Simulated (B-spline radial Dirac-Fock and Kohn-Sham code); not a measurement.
**What relativity does to the binding energies of Cs³⁴⁺**

System: cesium as Cs³⁴⁺, configuration [Ar] 3d3.

Both columns are ΔSCF binding energies of the configuration average from a radial B-spline solver: non-relativistic Hartree-Fock with a point nucleus, and Dirac-Fock with a finite nucleus and the Coulomb interaction alone, averaged over the two j levels with weights 2j+1.

| shell | Hartree-Fock (eV) | Dirac-Fock (eV) | shift (eV) | shift (%) |
| --- | --- | --- | --- | --- |
| 1s | 36276.3 | 37843.0 | +1566.69 | +4.32 |
| 2s | 7003.8 | 7409.9 | +406.01 | +5.80 |
| 2p | 6692.9 | 6823.8 | +130.96 | +1.96 |
| 3s | 2539.7 | 2649.2 | +109.52 | +4.31 |
| 3p | 2409.3 | 2452.5 | +43.20 | +1.79 |
| 3d | 2220.6 | 2220.0 | -0.65 | -0.03 |

Relativity binds 1s, 2s, 2p, 3s, 3p more strongly, among those listed most of all 2s in relative terms, and 3d more weakly, because the contracted s and p shells screen the nucleus better.

Values without a named source are computed, but for edge energies of neutral atoms, which are taken from tables.
